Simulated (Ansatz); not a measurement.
Two isomers of C3H7AlSi: A = `C=C=[C]([AlH2])[SiH3]`, B = `[AlH2][C]1=C[SiH2]C1`.

Isolated molecules relaxed with PBE0-D4/def2-TZVP in Ansatz; ΔE leaves out vibrations. CCSD(T)/CBS adds triple-zeta CCSD(T) − MP2 to the extrapolated MP2 energy (def2 sets, frozen cores). DFT in def2-TZVPP. B3LYP here is the variant with VWN-RPA as its local correlation; programs differ in this.

(1) Which isomer does CCSD(T)/CBS put lower? Give the gap. (Best estimate.)

(2) Give E(B) − E(A) in kcal/mol with ωB97M-V, CCSD/def2-TZVPP, r2SCAN-D4, B3LYP-D4, B3LYP, HF/def2-TZVPP, PBE-D4. (Estimate.)

Largest T1 diagnostic: 0.013.

Answers

(1) Computed: B, by 5.8 kcal/mol.

(2) Ansatz gave: ωB97M-V -5.2, CCSD/def2-TZVPP -5.3, r2SCAN-D4 -2.4, B3LYP-D4 -0.6, B3LYP -0.1, HF/def2-TZVPP -0.6, PBE-D4 -4.1. None reverses the order clearly.

From PBE to PBE0 (25 % exact exchange), in def2-TZVPP and without D4, E(B) − E(A) moves by −2.3 kcal/mol. In def2-TZVPP, CCSD(T) changes the Hartree–Fock value by −4.6 kcal/mol (the triples alone add +0.0 kcal/mol) and MP2 by −5.7 kcal/mol.
